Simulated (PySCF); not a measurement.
Species: C₃H₁₀OSi₃.
Structure used (PBE0-D3(BJ)/def2-SVP), in Å, numbered top down from 1:
```
atom  x, y, z in Å
C1     0.1203    2.7282   -0.4240
C2    -0.0893    1.7329    0.2467
Si3   -0.3562    0.1736    1.1899
O4    -1.9058   -0.3731    0.9370
Si5   -3.1851   -0.1733   -0.1050
Si6    1.2123   -1.3751    0.3951
C7     2.9442   -0.6354    0.4523
H8     0.2972    3.6136   -1.0092
H9    -0.1943    0.4842    2.6401
H10   -3.8833    1.1189    0.1639
H11   -2.7140   -0.1878   -1.5230
H12   -4.1316   -1.3031    0.1135
H13    0.8286   -1.7160   -1.0125
H14    1.1401   -2.6332    1.2051
H15    3.6821   -1.3331    0.0279
H16    2.9786    0.3008   -0.1254
H17    3.2406   -0.4109    1.4883
```

All values: PBE0/def2-SVPD (PySCF, non-relativistic), on one gas-phase PBE0-D3(BJ)/def2-SVP geometry that isn't relaxed in the solvent. The solvent is an IEF-PCM continuum (cavity from Bondi-type radii × 1.2), and excitations are vertical TDDFT with non-equilibrium linear response and a frozen core. The model holds no explicit solvent molecules, cavitation or dispersion.

Gas-phase singlets (H = HOMO, L = LUMO):

| state | E (eV) | λ (nm) | f | leading configurations |
| --- | --- | --- | --- | --- |
| S1 | 5.270 | 235 | 0.008 | H→L 91% |
| S2 | 5.964 | 208 | 0.022 | H→L+1 47%, H-1→L 40% |
| S3 | 6.103 | 203 | 0.010 | H-2→L 56%, H-1→L+1 21% |
| S4 | 6.336 | 196 | 0.008 | H-1→L+1 64%, H-2→L 23% |
| S5 | 6.654 | 186 | 0.147 | H→L+1 40%, H-2→L+1 23%, H-1→L 20% |

Q: How does the list change in chloroform (ε = 4.711)?

A: 
| state | E (eV) | λ (nm) | f | leading configurations | change by rank (eV) |
| --- | --- | --- | --- | --- | --- |
| S1 | 5.271 | 235 | 0.013 | H→L 92% | +0.001 |
| S2 | 5.974 | 208 | 0.039 | H→L+1 52%, H-1→L 36% | +0.010 |
| S3 | 6.133 | 202 | 0.014 | H-2→L 58%, H-1→L+1 20% | +0.030 |
| S4 | 6.362 | 195 | 0.014 | H-1→L+1 62%, H-2→L 22% | +0.026 |
| S5 | 6.622 | 187 | 0.216 | H→L+1 38%, H-1→L 25%, H-2→L+1 19% | -0.032 |

Q: Give the list for acetonitrile (ε = 35.69), n² = 1.81.

A: 
```
state  E (eV)  λ (nm)      f             leading configurations  change by rank (eV)
   S1   5.277     235  0.012                            H→L 92%               +0.007
   S2   5.989     207  0.039               H→L+1 53%, H-1→L 35%               +0.025
   S3   6.149     202  0.013             H-2→L 58%, H-1→L+1 20%               +0.046
   S4   6.381     194  0.013             H-1→L+1 62%, H-2→L 21%               +0.045
   S5   6.637     187  0.196  H→L+1 37%, H-1→L 25%, H-2→L+1 20%               -0.017
```

Q: How do the frontier levels move from gas to acetonitrile?

A: 
| orbital | gas (eV) | solvent (eV) | change (eV) | Löwdin shares, gas | Löwdin shares, solvent |
| --- | --- | --- | --- | --- | --- |
| LUMO+2 | 0.44 | 0.53 | +0.09 | Si6 25 %, C7 13 %, Si3 11 %, H13 7 % | Si5 20 %, Si6 13 %, C1 11 %, Si3 9 % |
| LUMO+1 | -0.24 | -0.22 | +0.02 | C1 28 %, C2 26 %, Si3 16 %, Si6 10 % | C1 28 %, C2 26 %, Si3 16 %, Si6 10 % |
| LUMO | -0.90 | -0.88 | +0.02 | Si3 20 %, C1 18 %, C2 18 %, Si6 9 % | Si3 20 %, C1 18 %, C2 18 %, Si6 9 % |
| HOMO | -7.53 | -7.51 | +0.02 | Si6 21 %, Si3 19 %, O4 12 %, C2 12 % | Si6 21 %, Si3 20 %, O4 12 %, C2 11 % |
| HOMO-1 | -8.49 | -8.54 | -0.05 | C2 42 %, C1 41 %, O4 6 % | C2 42 %, C1 41 %, O4 6 % |
| HOMO-2 | -8.66 | -8.71 | -0.05 | C2 31 %, C1 28 %, O4 14 %, Si5 6 % | C2 31 %, C1 29 %, O4 13 %, Si5 5 % |
| HOMO-3 | -9.03 | -9.08 | -0.05 | O4 28 %, Si5 26 %, H12 16 %, H11 16 % | O4 27 %, Si5 25 %, H12 16 %, H11 15 % |

The HOMO–LUMO gap goes from 6.63 to 6.63 eV. Rows go by rank; for LUMO+2 the atom shares or the degeneracy differ between the runs, so the row needn't follow one orbital.
